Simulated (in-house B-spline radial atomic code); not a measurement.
Ionisation energies along the 15-electron series, configuration [Ne] 3s2 3p3, as differences of self-consistent energies. Dirac energy differences include first-order Breit, QED and recoil terms. NIST's values go from ground level to ground level; the uncertainty of those that are theory runs from under 0.1 % in few-electron ions to several per cent in heavy many-electron ones. Computed with a radial B-spline atomic code at the basis-set limit: Dirac-Hartree-Fock, average of the configuration, finite nuclei.

| ion | configuration after | ionisation energy (eV) | IE/(q+1)² (eV) | Breit and QED recoil part (eV) | tabulated value (eV) | computed minus tabulated (eV) |
| --- | --- | --- | --- | --- | --- | --- |
| Kr21+ | [Ne] 3s2 3p2 | 937.3 | 1.9366 | -0.47727 | 945 | -8 |
| Rb22+ | [Ne] 3s2 3p2 | 1015.8 | 1.9202 | -0.53562 | 1024 | -8 |
| Sr23+ | [Ne] 3s2 3p2 | ? | ? | ? | ? | ? |
| Zr25+ | [Ne] 3s2 3p2 | 1270.0 | 1.8788 | -0.73881 | 1277 | -7 |
| Nb26+ | [Ne] 3s2 3p2 | 1361.1 | 1.8671 | -0.81652 | 1368 | -7 |
| Mo27+ | [Ne] 3s2 3p2 | 1455.3 | 1.8563 | -0.8995 | 1462 | -7 |
| Tc28+ | [Ne] 3s2 3p2 | 1552.8 | 1.8463 | -0.98822 | 1559 | -6 |
| Ru29+ | [Ne] 3s2 3p2 | 1653.4 | 1.8371 | -1.0825 | 1659 | -6 |
| Rh30+ | [Ne] 3s2 3p2 | 1757.2 | 1.8285 | -1.1828 | 1763 | -6 |
| Pd31+ | [Ne] 3s2 3p2 | 1864.2 | 1.8205 | -1.2892 | 1869 | -5 |
| Ag32+ | [Ne] 3s2 3p2 | 1974.4 | 1.8131 | -1.402 | 1979 | -5 |
| Cd33+ | [Ne] 3s2 3p2 | 2087.9 | 1.8062 | -1.5211 | 2091 | -3 |
| In34+ | [Ne] 3s2 3p2 | 2204.6 | 1.7997 | -1.6473 | 2207 | -2 |
| Sn35+ | [Ne] 3s2 3p2 | 2324.6 | 1.7937 | -1.7803 | 2326 | -1 |
| Sb36+ | [Ne] 3s2 3p2 | ? | ? | ? | ? | ? |
| Te37+ | [Ne] 3s2 3p2 | 2574.4 | 1.7828 | -2.0682 | 2552 | 22 |
| I38+ | [Ne] 3s2 3p2 | ? | ? | ? | ? | ? |
| Xe39+ | [Ne] 3s2 3p2 | 2837.4 | 1.7734 | -2.3872 | 2811 | 26 |
| Cs40+ | [Ne] 3s2 3p2 | 2973.9 | 1.7691 | -2.5588 | 2945 | 29 |
| Ba41+ | [Ne] 3s2 3p2 | 3113.7 | 1.7651 | -2.7387 | 3081 | 33 |
| La42+ | [Ne] 3s2 3p2 | 3256.9 | 1.7614 | -2.9273 | 3222 | 35 |
| Ce43+ | [Ne] 3s2 3p2 | 3403.4 | 1.758 | -3.1249 | 3366 | 37 |

Fill in the row of Sr23+.

ionisation energy (eV): 1097.4; IE/(q+1)² (eV): 1.9052; Breit and QED recoil part (eV): -0.59848; tabulated value (eV): 1105; computed minus tabulated (eV): -8.

Fill in the row of Sb36+.

ionisation energy (eV): 2447.9; IE/(q+1)² (eV): 1.7881; Breit and QED recoil part (eV): -1.9207; tabulated value (eV): 2428; computed minus tabulated (eV): 20.

Fill in the row of I38+.

ionisation energy (eV): 2704.2; IE/(q+1)² (eV): 1.7779; Breit and QED recoil part (eV): -2.2239; tabulated value (eV): 2680; computed minus tabulated (eV): 24.

Where a p, d or f electron is removed, the computed value is a mean over both j, so it misses the tabulated one by a part of the spin-orbit splitting; averaging over terms and missing correlation add to the gap, relatively most at low charge.
